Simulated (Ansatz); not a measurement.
Ansatz (an electronic-structure program) input file for H4S3Si, SMILES S[SiH](S)S, PBE/def2-SVPD. The structure is a stationary point at PBE0-D3(BJ)/def2-SVP. Other conformers were not sampled.

Ansatz 0.2 input:
```yaml
crystal:
  periodic: [false, false, false]
  atoms:
    - {symbol: Si, position_ang: [-0.37996166, 0.32126561, 0.18434665]}
    - {symbol: S, position_ang: [-0.83578937, -0.59682498, -1.69179787]}
    - {symbol: S, position_ang: [-0.04554128, -1.29883375, 1.54819653]}
    - {symbol: S, position_ang: [1.28189580, 1.62610504, -0.12178306]}
    - {symbol: H, position_ang: [-1.44478073, 1.21900048, 0.70977749]}
    - {symbol: H, position_ang: [-1.66230182, -1.52642692, -1.15962275]}
    - {symbol: H, position_ang: [-0.08991614, -0.51568428, 2.65016104]}
    - {symbol: H, position_ang: [2.10741964, 0.63825092, -0.53501852]}
basis:
  gaussian:
    orbitals: def2-SVPD
hamiltonian:
  xc: {name: PBE}
```

It prints:

```
Functional definition: PBE
integrals: 0.09 GiB planned
1294 factors; their error is unknown
mean field: 0.49 GiB planned
mean field evaluation 1: about -40419.4135 eV, gradient 2.3e1 eV
mean field evaluation 2: about -40419.3093 eV, gradient 2.5e1 eV
mean field evaluation 4: about -40421.0773 eV, gradient 1.7e0 eV
mean field evaluation 8: about -40421.0728 eV, gradient 2.9e-2 eV
mean field -40421.07281084 eV, -1485.4470274111 hartree, gradient 6.8e-5 eV, S^2 0.000000; 0 other end points of the search recorded, 0 dependent functions left out
reference -40421.07287354 eV, -1485.4470297153 hartree; 33, 33 occupied and 104, 104 virtual orbitals, 1294 factors
Total energy: -40421.07287354 eV, -1485.4470297153 hartree
```

The calculation finished and met its thresholds.

Cost: roughly 5 core-seconds.
